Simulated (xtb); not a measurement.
Harmonic IR lines of one isomer of C$_{2}$H$_{6}$Si, unscaled. All values below come from xtb 6.7.1 with GFN2-xTB.

```csv
wavenumber (cm⁻¹),relative intensity
543,14
599,22
784,40
789,49
796,97
920,3.9
1671,3.2
2237,100
2245,57
2265,60
3019,10
3067,11
3095,11
```

Problem. Identify which structure gives these lines.
A) `C=C[SiH3]`
B) `CC=[SiH2]`
C) `C=[SiH]C`
D) `C1C[SiH2]1`

Solution. A, `C=C[SiH3]`
